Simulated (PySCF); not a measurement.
Species: C₃H₇FOSi.
Atom-mapped SMILES: `[CH3:1]/[C:2]([F:3])=[CH:4]/[O:5][SiH3:6]`

Theory: PySCF 2.14.0, delta-SCF UKS SCAN, pcX-2 on the ionised atom, pcseg-1 elsewhere, spin-free X2C. Each binding energy is the total energy of the core-ionised species, with the hole localised on one atom, minus that of the ground state; both are solved self-consistently, so orbital relaxation is included.

Some binding energies are withheld.

```json
{"atom(s)": "C1", "bonded to": "C and 3 H", "level": "C 1s", "binding energy (eV)": "291.37"}
{"atom(s)": "C2", "bonded to": "F, C (double bond) and C", "level": "C 1s", "binding energy (eV)": "?"}
{"atom(s)": "C4", "bonded to": "O, C (double bond) and H", "level": "C 1s", "binding energy (eV)": "?"}
{"atom(s)": "O5", "bonded to": "C and Si", "level": "O 1s", "binding energy (eV)": "538.54"}
{"atom(s)": "F3", "bonded to": "C", "level": "F 1s", "binding energy (eV)": "?"}
{"atom(s)": "Si6", "bonded to": "O and 3 H", "level": "Si 1s", "binding energy (eV)": "1847.45"}
{"atom(s)": "Si6", "bonded to": "O and 3 H", "level": "Si 2p3/2", "binding energy (eV)": "107.55"}
```

Question: What is the F 1s binding energy of F3?

Answer: 692.87 eV (vinyl fluorine).

Question: Fill in C 1s for C2.

Answer: 292.38 eV (vinylic C–F carbon). The other listed C 1s value is that of C1; the shift against it is +1.01 eV.

Question: Fill in C 1s for C4.

Answer: 292.00 eV (vinylic carbon bearing oxygen). The other listed C 1s value is that of C1; the shift against it is +0.63 eV.

The listed C 1s values span 1.01 eV, from C1 (bonded to C and 3 H) to C2 (bonded to F, C (double bond) and C). Summing the Pauling electronegativity differences to the bonded atoms, each weighted by its formal bond order, gives -1.05 for the lowest site and +1.43 for the highest; no listed site has a larger sum than the highest.

Question: What is the longest wavelength that can ionise C 1s of C4 vertically?

Answer: λ = hc/E = 12398.42 eV Å / 292.00 eV = 42.460 Å.

2p3/2 and 2p1/2 are the ΔSCF energy of one spin-free 2p hole plus the eigenvalues of a spin–orbit and ligand-field matrix of the shell. 2p1/2 minus 2p3/2 (ligand field included): Si 0.63 eV. Isolated species at its PBE0-D3(BJ)/def2-SVP geometry (one conformer only).

The values belong to the conformer `[CH3:1]/[C:2]([F:3])=[CH:4]/[O:5][SiH3:6]`: C2–C4–O5–Si6 -1°.
